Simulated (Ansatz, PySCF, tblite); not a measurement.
Breaking a bond: HBr, singlet. Each curve is given relative to its own lowest point near equilibrium.

```
R / Å     A      B     C     D
-----  ----  -----  ----  ----
1.15   36.7   35.3  38.3  29.9
1.23   15.5   14.4  16.5  10.8
1.28    7.7    6.8   8.3   4.7
1.35    1.7    1.2   2.0   0.7
1.40    0.1    0.0   0.2   0.0
1.42    0.0    0.0   0.0   0.1
1.44    0.1    0.3   0.1   0.3
1.48    1.0    1.6   0.8   1.2
1.57    5.4    6.9   5.0   4.6
1.67   12.8   15.5  12.2   9.8
1.75   19.6   23.5  19.1  14.5
1.90   32.8   39.8  33.2  24.0
2.12   50.6   63.7  54.0  38.3
2.37      —   88.3  69.9  53.4
2.56      —  104.7  75.6  63.2
2.84      —  125.3  80.0  74.5
3.16      —  144.0  82.5  82.0
3.48      —  158.6  83.6     —
3.84      —  170.9  84.1     —
4.30      —  182.0  84.3     —
4.98      —  192.0  84.4     —
5.68      —  197.9  84.4     —
```

Energies in kcal/mol.

Task: Which curve belongs to which method? The methods are tblite 0.5.0 with GFN2-xTB, 300 K electronic temperature; CCSDTQ on RHF/def2-SVP, cores with 3d frozen run with Ansatz (a program for electronic structure); RHF/def2-SVP (Ansatz); PySCF with unrestricted M06-2X/6-31G*, spherical d.

Result: A is RCCSDTQ; B is RHF; C is UKS-M06-2X/6-31G*; D is GFN2-xTB.

A dash means that the run gave no value there, or that the column was ended at a point which the program doubted or which failed a test of continuity chosen for this set; such a test can also cut sound points.

The T1 diagnostic of CCSD on the restricted reference of RCCSDTQ exceeds 0.045 at 3.48 to 5.68 Å. The unrestricted determinant behind UKS-M06-2X/6-31G* is spin-contaminated at 2.37 to 5.68 Å (<S²> up to 1.0, against 0.00 for a pure singlet). The restricted form behind RHF keeps the bonding electrons paired and can't separate into open-shell fragments.
